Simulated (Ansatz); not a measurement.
Stepwise reaction of `[NH2][Al]([NH2])[O][SiH3]` with hydrogen fluoride, as a gas-phase model of exchange steps in deposition or etching. ΔE in kJ/mol.

Isolated molecules relaxed with PBE0-D4/def2-TZVP in Ansatz; ΔE leaves out vibrations. CCSD(T)/CBS is the MP2 limit (def2-TZVPP, def2-QZVPP) plus CCSD(T) − MP2 in def2-TZVPP, frozen cores. This one scheme is used for every species. Functionals use def2-TZVPP. B3LYP here is the variant with VWN-RPA as its local correlation; programs differ in this. Each species was taken in one conformer, which may not be the lowest.

```
step                                                             reaction  PBE-D4  B3LYP-D4  ωB97M-V  CCSD(T)/CBS
   1  `[NH2][Al]([NH2])[O][SiH3]` + H–F → `[NH2][Al]([F])[O][SiH3]` + NH₃   -97.4    -101.5   -100.6        -98.5
```

(1) Give the row of step 2, `[NH2][Al]([F])[O][SiH3]` + H–F → `[F][Al]([F])[O][SiH3]` + NH₃. (Best estimate.)

(2) By hand: ΔE of the 2 steps together at CCSD(T)/CBS.

Results:

(1) Ansatz gave: 
```tsv
step	reaction	PBE-D4	B3LYP-D4	ωB97M-V	CCSD(T)/CBS
2	`[NH2][Al]([F])[O][SiH3]` + H–F → `[F][Al]([F])[O][SiH3]` + NH₃	-80.6	-85.0	-83.9	-84.0
```

(2) (-98.5) + (-84.0) = -182.5 kJ/mol, or -91.2 kJ/mol a step.

In ΔE each step is higher than the one before. All are downhill at CCSD(T)/CBS. PBE-D4 differs from CCSD(T)/CBS by 1.1 to 3.4 kJ/mol a step. Isolated molecules leave out the surface, adducts and barriers. Largest T1 diagnostic: 0.012.
